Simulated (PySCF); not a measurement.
Compound: C₅H₇F₃O.
Numbering: `[CH2:1]=[CH:2][C@H:3]([CH2:4][OH:5])[C:6]([F:7])([F:8])[F:9]` (hydrogens: H10, H11 on C1; H12 on C2; H13 on C3; H14, H15 on C4; H16 on O5)

Geometry (GFN2-xTB, Å), atoms numbered from 1 in this order:
```xyz
16
C5H7F3O angstrom
C     -1.9069   -1.1454    0.5112
C     -0.7807   -0.9210   -0.1364
C      0.2073    0.1442    0.2477
C      0.3869    1.1718   -0.8935
O     -0.8076    1.8234   -1.2134
C      1.5515   -0.4944    0.5682
F      2.0847   -1.1403   -0.4770
F      2.4636    0.4145    0.9571
F      1.4621   -1.3846    1.5668
H     -2.1904   -0.5779    1.3822
H     -2.5937   -1.9100    0.1956
H     -0.5099   -1.4977   -1.0090
H     -0.1223    0.6561    1.1595
H      1.1707    1.8905   -0.6138
H      0.6948    0.6547   -1.8058
H     -1.1177    2.3249   -0.4506
```

Method: PySCF, TDDFT B3LYP/def2-SVPD, vertical, gas phase, core orbitals frozen in the response.

Ground-to-excited transition dipoles (e·a0, same axes as the geometry; the sign carries no meaning), for the states with f of 0.002 or more among the lowest 7:

```json
{"state": "S1", "E (eV)": "6.789", "μx": "-0.401", "μy": "-0.243", "μz": "0.143"}
{"state": "S2", "E (eV)": "6.852", "μx": "0.213", "μy": "0.035", "μz": "-0.093"}
{"state": "S3", "E (eV)": "7.127", "μx": "-0.004", "μy": "-0.336", "μz": "0.152"}
{"state": "S4", "E (eV)": "7.522", "μx": "1.119", "μy": "0.431", "μz": "-0.508"}
{"state": "S5", "E (eV)": "7.682", "μx": "-0.398", "μy": "0.051", "μz": "-0.091"}
{"state": "S6", "E (eV)": "7.826", "μx": "-0.014", "μy": "-0.096", "μz": "0.189"}
{"state": "S7", "E (eV)": "8.028", "μx": "-0.026", "μy": "0.134", "μz": "-0.141"}
```

**Question.** What oscillator strength does each state have?

**Answer.** f = (2/3) ΔE |μ|² with ΔE in hartree (27.2114 eV).

| state | \|μ\|² (au) | \|μ\| (D) | f |
| --- | --- | --- | --- |
| S1 | 0.240 | 1.25 | 0.040 |
| S2 | 0.055 | 0.60 | 0.009 |
| S3 | 0.136 | 0.94 | 0.024 |
| S4 | 1.696 | 3.31 | 0.313 |
| S5 | 0.169 | 1.05 | 0.032 |
| S6 | 0.045 | 0.54 | 0.009 |
| S7 | 0.039 | 0.50 | 0.008 |

**Question.** Which bond between heavy atoms lies closest to the direction of the S4 transition dipole?

**Answer.** C1–C2, at 11° from it; next C2–C3 and C6–F8 at 46°.

**Question.** What angle do the transition dipoles of S4 and S5 make?

**Answer.** |cos θ| = |μa·μb| / (|μa| |μb|) = 0.70, so θ ≈ 45° (taken between 0 and 90°, since the signs are arbitrary).

**Question.** What peak molar absorption coefficient would the strongest computed level give as a lone Gaussian band 0.4 eV wide at half height?

**Answer.** ε(max) = 2.175×10⁸ f / FWHM, with the width in cm⁻¹. S4: 2.175×10⁸ × 0.3125 / 3226 ≈ 21000 L mol⁻¹ cm⁻¹.

One conformer stands for the species.
